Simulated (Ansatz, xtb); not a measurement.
Ranking isomers of C4H11AlO

3 gas-phase structures of C4H11AlO, from a drawn sample of its isomers (lower ones may exist). Each was relaxed with GFN2-xTB; where two conformers were screened, the lower at r2SCAN-D4/def2-SVP//GFN2-xTB is listed:

A. `CC[O][AlH][CH2]C`, a singlet
B. `C[O][AlH][CH](C)C`, a singlet
C. `CCCC[O][AlH2]`, a singlet

Estimate their order in r2SCAN-D4/def2-SVP//GFN2-xTB energy at these geometries, lowest first.

Calculated order at r2SCAN-D4/def2-SVP//GFN2-xTB: A (0.0), C (5.3), B (5.7) kcal/mol. Less than 1 kcal/mol parts C and B, so the order within that pair means little.

Energies above the lowest of each column, in kcal/mol; the last columns are at r2SCAN-D4/def2-SVP geometries:

| structure | GFN2-xTB | HF/STO-3G | r2SCAN-D4/def2-SVP//GFN2-xTB | r2SCAN-D4/def2-SVP | CCSD(T)/def2-SVP + ΔMP2/def2-TZVPP |
| --- | --- | --- | --- | --- | --- |
| A | 17.7 | 0.0 | 0.0 | 0.0 | 0.0 |
| C | 0.0 | 8.1 | 5.3 | 5.5 | 5.7 |
| B | 24.2 | 4.5 | 5.7 | 5.3 | 5.1 |

CCSD(T)/def2-SVP + ΔMP2/def2-TZVPP puts A lowest; GFN2-xTB picks C. CCSD(T)/def2-SVP + ΔMP2/def2-TZVPP orders those it was run on as A (0.0), B (5.1), C (5.7) kcal/mol. Less than 1 kcal/mol parts B and C, so the order within that pair means little. Flexible structures stand in one conformer each, not always the lowest. A keeps a small imaginary mode. ΔMP2 is the change of the MP2 energy from the smaller to the larger basis.

Programs: Ansatz 0.2.0, xtb 6.7.1.
